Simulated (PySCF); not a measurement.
## Excitation energy of Ga by level of theory

Ga [Ar] 3d10 4s2 4p1 (2P) → Ga [Ar] 3d10 4s1 4p2 (4P), as a difference of total energies. All numbers are calculated (PySCF 2.14, scalar relativity through the core potential, in aug-cc-pVTZ-PP with ECP10MDF (6s5p4d2f, 55 functions)). Correlated levels: valence: 3s2 3p6 3d10 frozen. The calculations carry no spin-orbit coupling.

```json
{"method": "UHF", "excitation energy (eV)": "3.292"}
{"method": "MP2 (valence)", "excitation energy (eV)": "4.002"}
{"method": "SCS-MP2 (valence)", "excitation energy (eV)": "4.280"}
{"method": "CCSD (valence)", "excitation energy (eV)": "4.239"}
{"method": "CCSD(T) (valence)", "excitation energy (eV)": "4.261"}
```

Problem. How much does correlation contribute at CCSD(T) (valence)?

Solution. 4.261 − (3.292) = 0.969 eV, measured against UHF.
